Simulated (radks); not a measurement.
Fractional charge and spin in the 5s shell of indium: the spin-up occupation runs from 0 to 1 and the spin-down occupation from 0 to 1; the fullest corner is In, [Kr] 4d10 5p(up 0.5, down 0.5) 5s(up 1, down 1). Method: scalar-relativistic Kohn-Sham, PBE, spin-polarised, spherical densities, finite nucleus; Fermi nuclear charge, rms radius of each element as measured or else 0.836 A^(1/3) + 0.57 fm; computed with a radial shooting solver on a logarithmic mesh with Libxc functionals. Energy (eV) above the fullest corner. The planes named below are the two flat planes that join the four corners, with an edge along up + down = one added electron.

down \ up       0    0.25     0.5    0.75       1
0          32.121  26.248  20.899  16.065  11.737
0.25       26.248  20.957  16.178  11.901   8.116
0.5        20.899  16.178  11.956   8.222   4.963
0.75       16.065  11.901   8.222   5.014   2.263
1          11.737   8.116   4.963   2.263   0.000

Corners above the fullest one (they belong to In+ and the next ion): (up 1, down 0) 11.737 eV, (up 0, down 1) 11.737 eV, (up 0, down 0) 32.121 eV. With half an added electron in each spin the energy lies 0.219 eV from the planes, and with half an added electron in spin up alone -1.030 eV. The planes are only a guide here: the flat-plane condition holds for ground states with one frontier orbital, while this shell lies below other occupied shells, so the corners above the fullest one are inner-hole states and not the ground states of those ions.
